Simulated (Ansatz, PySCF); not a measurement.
F2GeH2Se2. Atoms are numbered in the order given.

```xyz
7

F     -0.1472     1.3570    -1.6368
Ge     0.0000     0.0000    -0.5624
F      0.1472    -1.3570    -1.6368
Se    -2.0035    -0.0038     0.6522
Se     2.0035     0.0038     0.6522
H     -1.4744    -1.0460     1.5550
H      1.4744     1.0460     1.5550
```
Charge 0, spin multiplicity 1.

The structure is a stationary point at B3LYP-D3(BJ)/def2-SVP. The values are those of a single conformer.

Vertical ionisation energy (IE) and electron affinity (EA) in eV. Rows of orbital energies are one-electron estimates. Where ΔSCF, EOM or ADC give a negative EA the extra electron is unbound and the value depends on the basis.

```
level                                                                   IE    EA
--------------------------------------------------------------------  ----  ----
−ε(HOMO), −ε(LUMO), CAM-B3LYP/def2-TZVP (PySCF)                       9.13  1.00
ΔSCF, PBE0/def2-TZVPD (Ansatz), final states of multiplicity 2 and 2   [?]   [?]
```

Question: What belongs in the gaps? (The exact figures need the calculation; the answer reports its results.)

Answer: 
- ΔSCF, PBE0/def2-TZVPD (Ansatz, a quantum-chemistry and plane-wave program), final states of multiplicity 2 and 2, IE: 9.76
- ΔSCF, PBE0/def2-TZVPD (Ansatz), final states of multiplicity 2 and 2, EA: 0.46

Question: What vertical singlet–triplet gap does ΔSCF give with PBE0/def2-TZVPD (Ansatz)? (Estimate from the structure and the level; the computed values follow.)

Answer: 4.12 eV (triplet above singlet where positive).
